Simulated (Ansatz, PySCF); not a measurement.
Species: H3SiO3, net charge 0, doublet state. SMILES: [O][SiH](O)O
Structure (B3LYP-D3(BJ)/def2-TZVP (Ansatz, a quantum-chemistry and plane-wave program) minimum search):
```
Si
O 1 1.6371
H 2 0.9606 1 120.20
O 1 1.6372 2 111.23 3 -70.42
H 4 0.9608 1 117.69 2 -29.43
O 1 1.6614 2 115.71 3 51.56
H 1 1.4747 2 106.31 3 163.70
```
Charge 0, spin multiplicity 2.

Quantity: size of the dipole moment, in D. Set-up: spin-orbit terms left out; non-relativistic; 6-311+G** with 5d, 6d on Na to Ar in Ansatz; no dispersion term unless named; open shells spin-unrestricted; six Cartesian d functions in 6-31G* and its kin unless marked 5d. First-principles rows: single points at B3LYP-D3(BJ) geometries (Ansatz).

```json
[
 {"level": "PBE/3-21G", "program": "Ansatz", "size of the dipole moment (D)": "3.12"},
 {"level": "PBE/6-31G*", "program": "Ansatz", "size of the dipole moment (D)": "2.92"},
 {"level": "PBE/def2-SVP", "program": "Ansatz", "size of the dipole moment (D)": "2.90"},
 {"level": "BP86/def2-SVP", "program": "PySCF", "size of the dipole moment (D)": "2.92"},
 {"level": "BP86/6-31G* (5d)", "program": "PySCF", "size of the dipole moment (D)": "2.94"},
 {"level": "B3LYP/STO-3G", "program": "Ansatz", "size of the dipole moment (D)": "1.85"},
 {"level": "B3LYP/3-21G", "program": "Ansatz", "size of the dipole moment (D)": "3.08"},
 {"level": "B3LYP/6-31G*", "program": "Ansatz", "size of the dipole moment (D)": "2.86"},
 {"level": "B3LYP/6-31+G*", "program": "Ansatz", "size of the dipole moment (D)": "2.81"},
 {"level": "B3LYP/cc-pVDZ", "program": "Ansatz", "size of the dipole moment (D)": "2.75"},
 {"level": "B3LYP/6-311+G**", "program": "Ansatz", "size of the dipole moment (D)": "2.78"},
 {"level": "PBE0/6-311+G**", "program": "Ansatz", "size of the dipole moment (D)": "2.76"},
 {"level": "B3PW91/6-31G* (5d)", "program": "PySCF", "size of the dipole moment (D)": "2.87"}
]
```

No value to compare with is used here. The 13 habitual levels span 1.85 (B3LYP/STO-3G) to 3.12 D (PBE/3-21G).

The levels are drawn from those run, B3LYP/6-31G* more often than the rest, none by its result; left out are runs that failed, that the program found above a lower state of the same kind, or whose <S^2> lies over 0.5 above the pure value.
